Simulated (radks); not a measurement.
Effect of the nuclear size on neutral palladium, [Kr] 4d10. All-electron calculation, Dirac Kohn-Sham, BLYP, spin-unpolarised, spherical densities, finite nucleus; Fermi nuclear charge, rms radius 4.5318 fm. Program: a radial shooting solver on a logarithmic mesh with Libxc functionals. The rms radius is varied about that value; shifts are against it.

rms radius (fm)  total energy shift (eV)  density at nucleus (e/bohr^3)  1s1/2 shift (meV)  2s1/2 shift (meV)  3p1/2 shift (meV)  4s1/2 shift (meV)  5s1/2 (empty) shift (meV)
3.9381                            -0.615                      1.353e+05               -259              -28.7              0.296              -1.01                     -0.064
4.2146                            -0.338                      1.341e+05               -142              -15.8              0.163             -0.554                     -0.035
4.5318                                 0                      1.328e+05              0.000              0.000              0.000              0.000                      0.000
4.7584                             0.254                       1.32e+05                107               11.9             -0.122              0.417                      0.026
5.3702                             0.995                      1.299e+05                419               46.5             -0.479               1.63                      0.103

Slopes of the eigenvalues against <r^2> in GHz/fm^2, as finite differences over the two radii next to the reference (eigenvalue slopes, not the field-shift constants of lines): 1s1/2 12400, 2s1/2 1370, 3p1/2 -14.1, 4s1/2 48.1, 5s1/2 (empty) 3.05.
